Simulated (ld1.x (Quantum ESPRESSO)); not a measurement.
# Plane-wave convergence, TM semilocal potential for Sn

* Element: tin
* Generator: ld1.x (Quantum ESPRESSO) 7.5
* Type: norm-conserving Troullier–Martins (semilocal form)
* Functional: PBEsol
* Relativity: scalar-relativistic
* Frozen core: [Kr] 4d10
* Valence charge: 4
* Reference configuration: 5s2 5p1 (charge +1)
* Partial waves: 5s (bound): rc 1.64 bohr; 5p (bound): rc 1.72 bohr
* Local potential: the p channel
* Core correction: a·sin(br)/r model core, default radius (core density twice the valence density)

The pseudo-atom Hamiltonian at the reference potential is diagonalised in spherical Bessel functions j_l(qr) that vanish at 20 bohr, with q² up to the cutoff. All-electron valence levels (Ry): 5s -1.3145, 5p -0.7558.

Question: How do the lowest levels (Ry) of each channel move with the cutoff, and are there ghosts?

Answer:

| cutoff (Ry) | s #1 | p #1 | p #2 | Σ f·Δε (mRy) |
| --- | --- | --- | --- | --- |
| 8 | -1.2670 | -0.7033 | -0.1855 | 147.4 |
| 15 | -1.2747 | -0.7121 | -0.1870 | 123.3 |
| 21 | -1.2987 | -0.7190 | -0.1885 | 68.3 |
| 35 | -1.3100 | -0.7513 | -0.1955 | 13.4 |
| 45 | -1.3115 | -0.7551 | -0.1966 | 6.6 |
| 60 | -1.3138 | -0.7552 | -0.1967 | 2.0 |
| 80 | -1.3139 | -0.7554 | -0.1967 | 1.5 |
| 110 | -1.3143 | -0.7557 | -0.1968 | 0.4 |
| 400 | -1.3144 | -0.7558 | -0.1968 | 0.0 |

Result: no extra level below or beside the all-electron valence levels (s, p tested); the semilocal form is local in each channel, so this says nothing of the separable form that plane-wave codes build from it; 10 mRy is reached at 40 Ry and 1 mRy at 90 Ry.
